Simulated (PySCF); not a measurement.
```xyz
3
charge 0 multiplicity 1, angstrom
Cd    0.0000    0.0000    0.0000
I     0.0000    0.0000    2.5934
I     0.0000    0.0000   -2.5934
```

Computed with PySCF, PBE0, basis Cd def2-SVP with ECP28, I def2-SVP with ECP28 (scalar-relativistic core potentials, no spin–orbit coupling, density fitting).

This geometry of CdI₂ is a stationary point at this level.

**Question.** What is the point group?

**Answer.** D∞h.

**Question.** Is it a minimum?

**Answer.** Yes: all harmonic wavenumbers are real, though the softest, 58 cm⁻¹, leaves little margin.

**Question.** List the harmonic modes with their infrared intensities.

**Answer.** 
| symmetry | ω (cm⁻¹) | IR (km/mol, summed over degenerate members) |
| --- | --- | --- |
| πu | 58 | 6.7 |
| σg+ | 150 | 0.0 |
| σu+ | 269 | 34.6 |

**Question.** What are the dipole moment and the gap between the highest occupied and lowest empty levels?

**Answer.** 0.00 D and 5.28 eV.

**Question.** What is the atomisation energy, with and without zero-point energy?

**Answer.** 420 kJ/mol without, 417 kJ/mol with.

In D∞h the vibrations span πu + σg+ + σu+. The σg+ mode carries no infrared intensity, as symmetry demands. With a centre of inversion only u modes can be infrared active and only g modes Raman active.
